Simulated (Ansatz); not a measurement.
One geometry of CH5NOSi, SMILES `O/C=N/[SiH3]`, several functionals.

```yaml
crystal:
  periodic: [false, false, false]
  atoms:
    - {symbol: O, position_ang: [-1.105379, 2.148010, 0.303039]}
    - {symbol: C, position_ang: [-0.408628, 1.018712, 0.452541]}
    - {symbol: N, position_ang: [-0.258706, 0.174446, -0.463546]}
    - {symbol: Si, position_ang: [0.632496, -1.297917, -0.315172]}
    - {symbol: H, position_ang: [-1.436138, 2.151433, -0.607680]}
    - {symbol: H, position_ang: [-0.009095, 0.962445, 1.471645]}
    - {symbol: H, position_ang: [1.218822, -1.462490, 1.049311]}
    - {symbol: H, position_ang: [-0.274120, -2.440366, -0.591783]}
    - {symbol: H, position_ang: [1.729348, -1.300574, -1.315454]}
basis:
  gaussian: {orbitals: def2-TZVPP}
hamiltonian: {xc: lda}
output: {orbitals: {seedname: orbitals}}
```

```sh
$ ansatz run in.yaml --threads 2 --pin off --events-out ev --progress --plain --max-ram 4352MiB
```

Shortened log:

```
Functional definition: SPW92
1069 factors; their error is unknown
mean field evaluation 1: about -12456.8153 eV, gradient 7.2e1 eV
mean field evaluation 2: about -12422.8339 eV, gradient 1.3e2 eV
mean field evaluation 4: about -12466.0190 eV, gradient 2.1e1 eV
mean field evaluation 8: about -12466.7997 eV, gradient 1.3e-1 eV
mean field evaluation 16: about -12466.7741 eV, gradient 3.8e-4 eV
mean field -12466.77410833 eV, -458.1454981980 hartree, gradient 4.3e-5 eV, S^2 0.000000; 0 other end points of the search recorded, 0 dependent functions left out
reference -12466.77414652 eV, -458.1454996015 hartree; 20, 20 occupied and 185, 185 virtual orbitals, 1069 factors
Total energy: -12466.77414652 eV, -458.1454996015 hartree
```

It took 1.4 s on 2 threads of an Arm Neoverse V1 on a shared host, with 0.21 GiB of host memory at the peak.

Changing it to `hamiltonian: {xc: {name: B97M-V}}` (abridged; 12 s):

```
Functional definition: B97M-V
mean field evaluation 16: about -12532.6014 eV, gradient 3.7e-4 eV
mean field -12532.60144187 eV, -460.5646080863 hartree, gradient 2.5e-5 eV, S^2 0.000000
Total energy: -12532.60150204 eV, -460.5646102975 hartree
```

With the line `hamiltonian: {xc: {name: r2SCANh}, dispersion: d4}` (abridged; 6 s):

```
Functional definition: r2SCANh
mean field evaluation 16: about -12531.9489 eV, gradient 6.1e-5 eV
mean field -12531.94888537 eV, -460.5406270775 hartree, gradient 6.1e-5 eV, S^2 0.000000
Total energy: -12531.98834828 eV, -460.5420773124 hartree
```

The same input with `hamiltonian: {xc: {name: B2PLYP}}` (abridged; 6 s):

```
Functional definition: B2PLYP
mean field evaluation 16: about -12522.3268 eV, gradient 9.4e-5 eV
mean field -12522.32677241 eV, -460.1870209480 hartree, gradient 3.8e-6 eV, S^2 0.000000
8 core orbitals not correlated: weight in the atoms' cores, before any rotation towards them, 1.000 or more for the frozen orbitals, at most 0.000 for the correlated occupied ones
second order -23.95651092 eV of doubles, -0.00000000 eV of singles
Total energy: -12528.79519543 eV, -460.4247311097 hartree
```

The same input with `hamiltonian: {xc: {name: LC-wPBE}}` (abridged; 2.9 s):

```
Functional definition: LC-wPBE
mean field evaluation 16: about -12530.0836 eV, gradient 2.8e-5 eV
mean field -12530.08356048 eV, -460.4720776521 hartree, gradient 2.8e-5 eV, S^2 0.000000
Total energy: -12530.08356049 eV, -460.4720776523 hartree
```

The same input with `hamiltonian: {xc: {name: PBE-QIDH}}` (abridged; 6 s):

```
Functional definition: PBE-QIDH
mean field evaluation 16: about -12516.4925 eV, gradient 1.1e-4 eV
mean field -12516.49254848 eV, -459.9726171732 hartree, gradient 4.8e-6 eV, S^2 0.000000
8 core orbitals not correlated: weight in the atoms' cores, before any rotation towards them, 1.000 or more for the frozen orbitals, at most 0.000 for the correlated occupied ones
second order -22.19451079 eV of doubles, -0.00000000 eV of singles
Total energy: -12523.89073111 eV, -460.2444953704 hartree
```
